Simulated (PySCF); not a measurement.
**Mg⁺: excitation energy**

Mg⁺ [Ne] 3s1 (2S) → Mg⁺ [Ne] 3p1 (2P), as a difference of total energies. All numbers are calculated (PySCF 2.14, scalar relativity by spin-free X2C-1e, in aug-cc-pCVTZ-DK (8s7p5d3f, 75 functions)). Correlated levels: valence and next inner shell: 1s2 frozen. The calculations carry no spin-orbit coupling.

```json
{"method": "UHF", "excitation energy (eV)": "4.297", "error (eV)": "-0.133"}
{"method": "MP2 (valence and next inner shell)", "excitation energy (eV)": "4.400", "error (eV)": "-0.030"}
{"method": "SCS-MP2 (valence and next inner shell)", "excitation energy (eV)": "4.374", "error (eV)": "-0.056"}
{"method": "CCSD (valence and next inner shell)", "excitation energy (eV)": "4.397", "error (eV)": "-0.033"}
{"method": "CCSD(T) (valence and next inner shell)", "excitation energy (eV)": "4.401", "error (eV)": "-0.029"}
```

Reference: 4.43 eV (measured; NIST levels, between the centres of gravity of the two terms).

Errors of the correlated levels include the incompleteness of this basis and the frozen core.
